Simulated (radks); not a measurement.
The numbers below are computed, except where a source is named.
Task: The mean radii <r> (bohr) of the occupied orbitals of an atom or ion are listed with their occupations. Level of theory: scalar-relativistic Kohn-Sham, PBE, spin-polarised, spherical densities, finite nucleus; Fermi nuclear charge, rms radius of each element as measured or else 0.836 A^(1/3) + 0.57 fm (a radial shooting solver on a logarithmic mesh with Libxc functionals).

orbital  occ.      <r>
1s up       1  0.01659
1s down     1  0.01659
2s up       1  0.06994
2s down     1  0.06994
2p up       3  0.06328
2p down     3  0.06328
3s up       1   0.1807
3s down     1   0.1807
3p up       3   0.1821
3p down     3   0.1821
3d up       5   0.1650
3d down     5   0.1650
4s up       1   0.3992
4s down     1   0.3992
4p up       3   0.4253
4p down     3   0.4252
4d up       5   0.4487
4d down     5   0.4483
5s up       1   0.8886
5s down     1   0.8870
4f up       7   0.4807
4f down     7   0.4786
5p up       3    1.006
5p down     1    1.008
5d up       5    1.266
5d down     3    1.285
6s up       1    2.010
6s down     1    2.038

Name the element and its charge. Open shells, if any, are filled with parallel spins first.

Result: Z = 80, mercury, charge +4: Hg4+ in [Kr] 4d10 4f14 5s2 5p4 5d8 6s2. The 1s radius gives Z: for a bare nucleus <r> = (2 gamma + 1)/(2Z) with gamma = sqrt(1 - (Z/c)^2), 0.0164 bohr for Z = 80, and screening makes it slightly larger (0.01659 here). The occupations add up to 76, and the charge is Z minus that.
